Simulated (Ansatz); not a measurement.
In6Sb4Br6 (the lowest singlet isomer of a short search). Charge 0, multiplicity 1. Geometry PBE-D4/def2-SVP, basis def2-SVP, Ansatz.

```xyz
16

In    3.8616    0.0338   -0.1253
In    1.5167   -2.3174    2.3289
In    0.6139    3.0251   -0.0185
In   -1.8098    0.8277   -1.6681
In    1.3646   -1.7872   -2.9517
In   -1.7003   -0.1013    1.5539
Sb   -0.9559   -2.9130   -0.9111
Sb   -3.2476   -1.5995   -2.1078
Sb    0.5381   -0.2220   -0.3103
Sb   -3.2939   -2.2743    0.6780
Br    0.6419    5.5961    0.2140
Br    3.1403   -2.8142   -0.9242
Br   -0.7399    0.0367    3.9333
Br    3.8497   -0.7219    2.6418
Br   -1.0574    2.9282   -2.9759
Br   -2.7220    2.3032    0.6431
```

```csv
run,HOMO (eV),LUMO (eV)
A,-5.68,-3.79
B,-5.42,-3.75
C,-7.49,-0.79
D,-6.16,-3.29
```

In the def2 sets In, Sb take a core potential; there is no spin–orbit coupling. Single mean-field runs in def2-SVP are fitted with def2-universal-jkfit. The structure comes from a short search, and lower isomers may exist.

Question: The runs used HF, PBE, PBE0, r2SCAN. Estimate which is which.

Answer: A r2SCAN (0 % exact exchange); B PBE (0 % exact exchange); C HF (100 % exact exchange); D PBE0 (25 % exact exchange). Exact exchange lowers occupied and raises empty levels; among semilocal functionals meta-GGAs tend to open the gap a little, and such runs are hard to tell apart. The gap grows from 1.67 eV (PBE) to 6.71 eV (HF).
